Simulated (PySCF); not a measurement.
**Two-dimensional NMR puzzle**

Compound of formula C$_{3}$H$_{7}$B$_{3}$O$_{3}$. Correlations simulated from computed shifts and couplings:

HSQC (one-bond C–H):
```csv
δH,δC,"1J(C,H) (Hz)"
7.03,150.1,169
6.60,150.1,165
6.14,134.4,154
0.57,0.0,126
```

COSY cross peaks (|J| ≥ 2 Hz):
```csv
δH,δH,abs. J (Hz),bonds
7.03,6.60,4.5,2
7.03,6.14,21.0,3
6.60,6.14,14.3,3
```

HMBC (two and three bonds, |J| ≥ 2.5 Hz):
```csv
δH,δC [abs. J in Hz]
6.14,150.1 [4.4]
```

Computed data (PySCF 2.14): spin–spin couplings from B3LYP/pcJ-1 (spin–dipole term only in couplings to heteroatoms), σ from GIAO-B97-2/pcSseg-1, coordinates at the PBE0-D3(BJ)/def2-SVP level. One averaged value for each set of equivalent atoms, isolated molecule, one conformer, non-relativistic Hamiltonian.

Shifts are taken against calculated references (same method and geometry level): 1H (σ = 31.38 ppm) and 13C (σ = 183.69 ppm) vs TMS.

Exchangeable hydrogens are left out of these lists, and C,H couplings along chains are those of one rotamer, so weak HMBC peaks may be missing or extra.

Problem. Which molecule is this?

Solution. SMILES C=CB1OBOB(C)O1.

Structure with atom numbers: `[CH2:1]=[CH:2][B:3]1[O:4][BH:5][O:6][B:7]([CH3:8])[O:9]1`. Hydrogens are named by the atom that carries them. Ha(C1) is cis to B3; Hb(C1) is trans to B3.

δC 150.1 is C1, a terminal =CH2 carbon (δH 6.60, 7.03). δC 134.4 is C2, an alkene CH (δH 6.14). δC 0.0 is C8, a methyl carbon bonded to B (δH 0.57). COSY links 7.03–6.60, 7.03–6.14, 6.60–6.14.

This is the structure that produced the data.

Hydrogens on boron are broadened and split by 11B (spin 3/2, 80 %) and 10B (spin 3). A carbon bonded to boron is broadened by the quadrupolar boron nucleus and is often missing from a measured spectrum. Unscaled 3J(H,H) at this level run about 10 % above measured values. Shifts are as computed. Against solution values, carbons near 30 ppm lie about +1 ppm off and those near 130 ppm about +2 ppm. Of 1211 compounds with measured shifts, 218 miss one by over three times the rms of a fit or turn the order of signals round; such compounds aren't used in these exercises.
